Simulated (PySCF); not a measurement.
Bonding in `C=NC(C#N)=C(C)C`

Compound: C6H8N2.
Atom-mapped SMILES: `[CH2:1]=[N:2][C:3]([C:4]#[N:5])=[C:6]([CH3:7])[CH3:8]` (hydrogens: H9, H10 on C1; H11, H12, H13 on C7; H14, H15, H16 on C8)

Structure used (GFN2-xTB), in Å, numbered top down from 1:
```xyz
16
C6H8N2 angstrom
C      2.740   -0.657    0.158
N      1.492   -0.825    0.102
C      0.590    0.228    0.217
C      1.074    1.559    0.346
N      1.528    2.609    0.437
C     -0.739   -0.026    0.196
C     -1.754    1.058    0.331
C     -1.260   -1.412    0.035
H      3.246    0.302    0.297
H      3.364   -1.534    0.063
H     -2.367    1.107   -0.570
H     -2.421    0.839    1.165
H     -1.292    2.028    0.494
H     -1.862   -1.687    0.901
H     -0.441   -2.116   -0.074
H     -1.905   -1.465   -0.842
```

Bond orders from the PBE0/pcSseg-1 density (PySCF). Isolated species at its GFN2-xTB geometry (one conformer only).

(1) Where do the orders between heavy atoms depart from those drawn in the SMILES?

(2) Give the Mayer order of every bond between heavy atoms, beside its length.

Results:

(1) The largest departure is 0.420, at C3–C6 (drawn double, 1.580). Drawn single, order above 1.12: N2–C3 (1.130). Drawn double or triple, more than 0.30 short of the drawn order: C3–C6 (1.580).

(2) 
| bond | drawn as | length (Å) | Mayer order |
| --- | --- | --- | --- |
| C1–N2 | double | 1.260 | 1.889 |
| N2–C3 | single | 1.392 | 1.130 |
| C3–C4 | single | 1.422 | 0.977 |
| C4–N5 | triple | 1.148 | 2.976 |
| C3–C6 | double | 1.353 | 1.580 |
| C6–C7 | single | 1.491 | 1.109 |
| C6–C8 | single | 1.489 | 1.108 |

By pair of heavy elements: C–N: lowest N2–C3 (1.130, 1.392 Å), highest C4–N5 (2.976, 1.148 Å). C–C: lowest C3–C4 (0.977, 1.422 Å), highest C3–C6 (1.580, 1.353 Å); in 2 of the 6 pairs the longer bond (by over 0.003 Å) has the higher order (by 0.02 or more).

Problem. And the bonds to hydrogen?

Solution. C–H: 0.92 to 0.95 (8 bonds).

Problem. Sum the orders of all bonds at each heavy atom with more than one neighbour and set the sums beside the valence in the SMILES.

Solution. C1 3.766 (drawn 4), N2 3.019 (drawn 3), C3 3.687 (drawn 4), C4 3.953 (drawn 4), C6 3.797 (drawn 4), C7 3.925 (drawn 4), C8 3.926 (drawn 4). Orders between atoms that aren't bonded are not in these sums.

For a closed shell the Mayer order of atoms A and B is Σ (PS)μν (PS)νμ over the basis functions μ on A and ν on B, with P the density and S the overlap matrix.
